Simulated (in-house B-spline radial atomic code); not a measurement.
Orbital energies and mean radii along the 23-electron series, configuration 1s2 2s2 2p6 3s2 3p6 3d3/2(4) 3d5/2(1). The effective charge is n√(-2ε), a non-relativistic measure. Computed with an all-electron radial atomic-structure program (B-spline basis): Dirac-Hartree-Fock, jj configuration that fills j = l - 1/2 first, finite nuclei.

```json
{"ion": "Mo19+", "Z": "42", "energy of 2p3/2 (Eh)": "-117.86", "mean radius of 2p3/2 (bohr)": "0.1345", "energy of 3d5/2 (Eh)": "-30.285", "mean radius of 3d5/2 (bohr)": "0.36908", "energy of 3p1/2 (Eh)": "-36.806", "mean radius of 3p1/2 (bohr)": "0.39368", "effective charge of 2p3/2": "30.706"}
{"ion": "Tc20+", "Z": "43", "energy of 2p3/2 (Eh)": "-125.59", "mean radius of 2p3/2 (bohr)": "0.13094", "energy of 3d5/2 (Eh)": "-33.019", "mean radius of 3d5/2 (bohr)": "0.35608", "energy of 3p1/2 (Eh)": "-39.862", "mean radius of 3p1/2 (bohr)": "0.38076", "effective charge of 2p3/2": "31.698"}
{"ion": "Ru21+", "Z": "44", "energy of 2p3/2 (Eh)": "-133.58", "mean radius of 2p3/2 (bohr)": "0.12756", "energy of 3d5/2 (Eh)": "-35.865", "mean radius of 3d5/2 (bohr)": "0.344", "energy of 3p1/2 (Eh)": "-43.042", "mean radius of 3p1/2 (bohr)": "0.36861", "effective charge of 2p3/2": "32.691"}
{"ion": "Rh22+", "Z": "45", "energy of 2p3/2 (Eh)": "-141.83", "mean radius of 2p3/2 (bohr)": "0.12434", "energy of 3d5/2 (Eh)": "-38.822", "mean radius of 3d5/2 (bohr)": "0.33273", "energy of 3p1/2 (Eh)": "-46.345", "mean radius of 3p1/2 (bohr)": "0.35718", "effective charge of 2p3/2": "33.684"}
{"ion": "Pd23+", "Z": "46", "energy of 2p3/2 (Eh)": "-150.33", "mean radius of 2p3/2 (bohr)": "0.12128", "energy of 3d5/2 (Eh)": "-41.891", "mean radius of 3d5/2 (bohr)": "0.32219", "energy of 3p1/2 (Eh)": "-49.773", "mean radius of 3p1/2 (bohr)": "0.3464", "effective charge of 2p3/2": "34.679"}
```

Q: How does the screening of 2p3/2 change?

A: Z less the effective charge goes from 11.29 at Z = 42 to 11.32 at Z = 46.
